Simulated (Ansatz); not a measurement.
Geometry optimisation, DFT PBE, scalar-relativistic, plane waves, PAW in Ansatz.

Input:

```yaml
crystal:
  lattice:
    - [0.0, 5.43, 5.43]
    - [5.43, 0.0, 5.43]
    - [5.43, 5.43, 0.0]
  atoms:
    - { symbol: Si, position: [0.0, 0.0, 0.0] }
    - { symbol: Si, position: [0.125, 0.125, 0.125] }
    - { symbol: Si, position: [0.0, 0.0, 0.5] }
    - { symbol: Si, position: [0.125, 0.125, 0.625] }
    - { symbol: Si, position: [0.0, 0.5, 0.0] }
    - { symbol: Si, position: [0.125, 0.625, 0.125] }
    - { symbol: Si, position: [0.0, 0.5, 0.5] }
    - { symbol: Si, position: [0.125, 0.625, 0.625] }
    - { symbol: Si, position: [0.5, 0.0, 0.0] }
    - { symbol: Si, position: [0.625, 0.125, 0.125] }
    - { symbol: Si, position: [0.5, 0.0, 0.5] }
    - { symbol: Si, position: [0.625, 0.125, 0.625] }
    - { symbol: Si, position: [0.5, 0.5, 0.0] }
    - { symbol: Si, position: [0.625, 0.625, 0.125] }
    - { symbol: Si, position: [0.5, 0.5, 0.5] }
    - { symbol: Si, position: [0.625, 0.625, 0.625] }
    - { symbol: Cu, position: [0.32039417, 0.8090407, 0.31184644] }
total_charge: 1
basis:
  ecutwfc: 420.0
kpoints:
  mp_grid: { grid: [2, 2, 2] }
hamiltonian:
  xc: pbe
  pseudopotentials: { kind: paw, azcp: { folder: soft_1 } }
scf:
  occupations: { method: fermi_dirac, width: 0.02 }
  lower_state_search: "off"
relax:
  f_tol: 0.03
  max_steps: 60
  adjacent_minimum: "off"
output:
  write_density: true
  write_potential: true
  elf: true
  volumetric_format: npy
```

Launched with:

```bash
$ ansatz run input.yaml --threads 1 --pin off --max-ram 3072MiB --backend cpu --events-out ev --progress --plain --runs-dir out
```

**Question.** Where does it end, and by what steps?

**Answer.** The run converged. The force dipped under the threshold on the way, but the program's further checks kept it going. Limits of this set-up: coarse k mesh, a small cell, in which the defect meets its images, charged cell in a uniform background, uncorrected. After 15 steps the energy has fallen by 0.670 eV; Cu17 moved furthest, 0.60 Å. Joined: Si11–Cu17 (3.50 → 2.66 Å).

```tsv
step	energy less start (eV)	largest force component (eV/Å)	accepted
0	0.0000	2.006	yes
1	-0.4812	0.839	yes
2	-0.6123	0.124	yes
3	-0.6169	0.055	yes
4	-0.6176	0.034	yes
5	-0.6301	0.170	yes
6	-0.6504	0.141	yes
7	-0.6656	0.106	yes
8	-0.6658	0.066	yes
9	-0.6681	0.026	yes
10	-0.6681	0.026	yes
11	-0.6687	0.021	yes
12	-0.6694	0.026	yes
13	-0.6693	0.040	no
14	-0.6699	0.009	yes
15	-0.6700	0.008	yes
```

```xyz
17
Lattice="0.0000 5.4300 5.4300 5.4300 0.0000 5.4300 5.4300 5.4300 0.0000" Properties=species:S:1:pos:R:3
Si -0.007 0.003 0.026
Si 1.390 1.312 1.360
Si 2.794 2.610 -0.107
Si 4.069 4.005 1.289
Si 2.757 0.082 2.796
Si 4.116 1.418 4.132
Si 5.423 2.743 2.717
Si 6.821 4.076 4.026
Si -0.080 2.665 2.770
Si 1.292 4.023 4.102
Si 2.556 5.296 2.580
Si 3.966 6.609 3.894
Si 2.704 2.743 5.456
Si 4.015 4.110 6.824
Si 5.351 5.486 5.380
Si 6.723 6.818 6.737
Cu 6.496 3.735 6.450
```

Run time: 2.2 min on 1 thread of Arm Neoverse V1 (shared host), peak memory 0.59 GiB.
